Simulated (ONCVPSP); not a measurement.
Se: one change to an ONCV potential, before and after

selenium, optimised norm-conserving Vanderbilt (ONCV), made with ONCVPSP 4.0.1 (PBE, scalar-relativistic). Core [Ne] 3s2, reference 3p6 3d10 4s2 4p2.5 (charge +1.5). Waves: 4s: rc 1.40 bohr, ncon 5, nbas 10, qcut 4.1 1/bohr, 1 projector; 3p+4p: rc 0.90 bohr, ncon 4, nbas 8, qcut 16.4 1/bohr, 2 projectors; 3d: rc 0.90 bohr, ncon 3, nbas 8, qcut 14.8 1/bohr, local; f scattering state at 0.1 Ha: rc 1.30 bohr, ncon 3, nbas 7, qcut 8.5 1/bohr, 2 projectors, debl 2 Ha. Local part: the d channel. Core correction: Teter function, fcfact 4.75, rcfact 1.6.

Change: p: rc 1.3.

Cutoffs: the cutoffs (Ha) at which the residual kinetic energy of the hardest occupied pseudo-wave falls to 1 and 0.1 mHa per electron; they do not see the model core or the augmentation charge, which bear on the density cutoff. Errors are all-electron minus pseudo energies relative to the spin-unpolarised reference configuration.

Problem. How do hardness, ghosts and transferability respond?

Solution. The potential gets neither clearly harder nor softer (100 Ha and 172 Ha → 100 Ha and 172 Ha); both files keep a bound ghost (s); of the 4 tests that both files solve, the error grows in 3 and shrinks in 0 by more than 15 % and 0.3 meV (median size 1.7 → 2.5 meV). More of the atom is replaced by a form fitted at one configuration, so other configurations suffer.

| quantity | base | changed |
| --- | --- | --- |
| cutoff, loose | 100 Ha | 100 Ha |
| cutoff, tight | 172 Ha | 172 Ha |
| loose cutoff by channel | s 20 Ha, p 75 Ha, d 100 Ha | s 20 Ha, p 74 Ha, d 100 Ha |
| bound ghosts | s | s |
| GHOST(+) flags under 300 eV | f at 249.5 eV | f at 249.5 eV |
| error for 3p6 3d10 4s2 4p4, meV [ΔE -19.76 eV] | +2.4 | +3.6 |
| error for 3p6 3d10 4s2 4p3, meV [ΔE -8.92 eV] | +0.9 | +1.4 |
| error for 3p6 3d10 4s2 4p2, meV [ΔE 11.43 eV] | -0.7 | -1.3 |
| error for 3p6 3d9 4s2 4p4, meV [ΔE 44.33 eV] | +58 | +58 |
| s: phases at 1.42 bohr within 0.05 rad from the reference energy up to (Ha; the scan ends near 5) | 0.8 | 0.8 |
| d: phases at 0.91 bohr within 0.05 rad from the reference energy up to (Ha; the scan ends near 5) | 0.1 | 0.1 |
| f: phases at 1.32 bohr within 0.05 rad from the reference energy up to (Ha; the scan ends near 5) | to the end of the scan | to the end of the scan |
| rms error of d²Exc/dni dnj with the model core, mHa | 1.54 | 1.54 |

 A true bound ghost makes a file unfit for plane-wave use even where its test errors are small: the radial tests pick states by their node count and pass the ghost by.
